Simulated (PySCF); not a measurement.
thiooxirane (C₂H₄S), singlet, geometry from GFN2-xTB. Base run: TPSS/def2-SVP (PySCF).

Here is a job for PySCF.
```python
from pyscf import gto, scf, dft

mol = gto.Mole()
mol.atom = '''
    C     0.01173100   -0.72708757   -0.79850692
    S     0.00262325   -0.01384904    0.85337863
    C    -0.01656607    0.75261357   -0.77440663
    H    -0.88881533   -1.25980956   -1.07214441
    H     0.93050588   -1.22493589   -1.07717098
    H     0.88233454    1.29402388   -1.03614401
    H    -0.93698668    1.25915021   -1.03111744
'''
mol.basis = 'def2-svp'
mol.verbose = 4
mol.build()

mf = dft.RKS(mol)
mf.xc = 'tpss'
mf.kernel()
mf.analyze()
```

Each row names what was changed in the base input (with any setting that the change needs).

```csv
change,E (Eh),HOMO (eV),HOMO-LUMO gap (eV),dipole (D)
base,-476.64263,-5.23,5.06,1.86
functional = camb3lyp,-476.55528,-7.68,9.68,1.76
functional = pbe,-476.31748,-5.06,4.75,1.71
functional = m062x,…,…,…,…
functional = wb97x,-476.57631,-8.81,11.81,1.88
functional = b3lyp5,…,…,6.61,1.73
functional = pw6b95,-477.02427,-6.44,7.27,1.76
functional = o3lyp,-476.56983,-5.63,5.87,1.75
functional = b3lyp; dispersion = d3bjm,-476.62499,-6.07,6.61,1.73
functional = tpssh,-476.62961,-5.74,5.97,1.90
functional = mn15,…,…,…,…
functional = m06,…,…,…,…
functional = pbe0,-476.36513,-6.38,7.10,1.84
```

Question: Some entries are withheld; supply them.

Answer: 
- functional = m062x, E (Eh): -476.54157
- functional = m062x, HOMO (eV): -7.60
- functional = m062x, HOMO-LUMO gap (eV): 9.37
- functional = m062x, dipole (D): 1.81
- functional = b3lyp5, E (Eh): -476.49453
- functional = b3lyp5, HOMO (eV): -5.98
- functional = mn15, E (Eh): -476.34234
- functional = mn15, HOMO (eV): -7.08
- functional = mn15, HOMO-LUMO gap (eV): 8.56
- functional = mn15, dipole (D): 1.82
- functional = m06, E (Eh): -476.52167
- functional = m06, HOMO (eV): -6.26
- functional = m06, HOMO-LUMO gap (eV): 6.92
- functional = m06, dipole (D): 1.70

Total energies compare only within one method and basis.
